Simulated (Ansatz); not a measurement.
Geometry optimisation, UHF/def2-SVP (Ansatz).

input.yaml

```yaml
crystal:
  periodic: [false, false, false]
  atoms:
    - { symbol: B, position_ang: [0.032103, -0.413162, -0.552983] }
    - { symbol: F, position_ang: [0.119098, -0.091531, 1.9522] }
    - { symbol: H, position_ang: [1.013054, 0.272365, -0.646738] }
    - { symbol: F, position_ang: [-1.161604, 0.095854, -0.616805] }
    - { symbol: O, position_ang: [0.009666, 0.001676, 3.258261] }
    - { symbol: H, position_ang: [-0.639316, -0.666303, 3.458166] }
magnetization:
  spin_polarized: true
  initial_magnetization: 1
basis:
  gaussian: { orbitals: def2-SVP }
hamiltonian:
  xc: hf
relax:
  f_tol: 0.03
  max_steps: 50
```

Run as:

```bash
$ ansatz run input.yaml --threads 1 --pin off --max-ram 2048MiB --backend cpu --events-out ev --progress --plain --runs-dir out
```

**Question.** Where does it end, and by what steps?

**Answer.** The run converged. The force dipped under the threshold on the way, but the program's further checks kept it going. After 36 steps the energy has fallen by 0.215 eV; H6 moved furthest, 1.24 Å.

| step | energy less start (eV) | largest force component (eV/Å) | accepted |
| --- | --- | --- | --- |
| 0 | 0.0000 | 2.540 | yes |
| 2 | -0.0881 | 0.815 | yes |
| 4 | -0.1041 | 0.425 | yes |
| 6 | -0.1126 | 0.078 | yes |
| 8 | -0.1156 | 0.040 | yes |
| 10 | -0.1221 | 0.336 | yes |
| 12 | -0.1292 | 0.143 | yes |
| 14 | -0.1362 | 0.701 | yes |
| 16 | -0.1388 | 0.833 | yes |
| 18 | -0.1620 | 0.376 | yes |
| 20 | -0.1358 | 1.746 | no |
| 22 | -0.1834 | 0.274 | yes |
| 24 | -0.1970 | 0.106 | yes |
| 26 | -0.1985 | 0.197 | yes |
| 28 | -0.2025 | 0.097 | yes |
| 30 | -0.2096 | 0.288 | no |
| 32 | -0.2139 | 0.035 | yes |
| 34 | -0.2145 | 0.054 | yes |
| 36 | -0.2145 | 0.006 | yes |

```xyz
6
Properties=species:S:1:pos:R:3
B -0.023 -0.382 -0.452
F 0.864 -0.472 2.318
H 0.750 0.483 -0.752
F -1.076 -0.127 0.289
O -0.246 -0.202 3.069
H -0.896 -0.101 2.380
```

Whether the end is a true minimum wasn't checked by a vibrational analysis.

Time of the run: 43 s on 1 thread of Arm Neoverse V1 (shared host), peak memory 0.12 GiB.
